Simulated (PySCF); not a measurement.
**Kr³⁺ (krypton, charge +3) across methods**

[Ar] 3d10 4s2 4p3, high-spin 4S determinant. Computed with PySCF 2.14 in aug-cc-pVQZ-PP with one added diffuse shell each of s, p, d, f, g type with ECP10MDF (8s7p6d4f3g, 114 functions), with scalar relativity through the core potential.

```tsv
method	E (hartree)	mean ε 4s α (eV)	mean ε 4s β (eV)	mean ε 4p α (eV)	Σ⟨r²⟩ (bohr²)	⟨S²⟩
BP86	-461.0274	-60.479	-57.057	-44.652	20.56	3.750
UHF	-459.60543	-71.548	-60.866	-51.177	20.68	3.751
PBE	-460.8610	-60.416	-56.791	-44.616	20.60	3.750
PBE0	-460.8355	-63.451	-58.213	-46.484	20.58	3.750
r2SCAN	-460.7268	-61.827	-56.926	-45.359	20.52	3.750
BHandHLYP	-460.7290	-66.178	-59.856	-48.001	20.60	3.750
MN15	-461.3738	-63.421	-58.364	-46.893	20.77	3.750
LDA	-460.2095	-60.545	-57.399	-44.632	20.60	3.750
```

Energies and moments cover only the electrons outside the core potential.
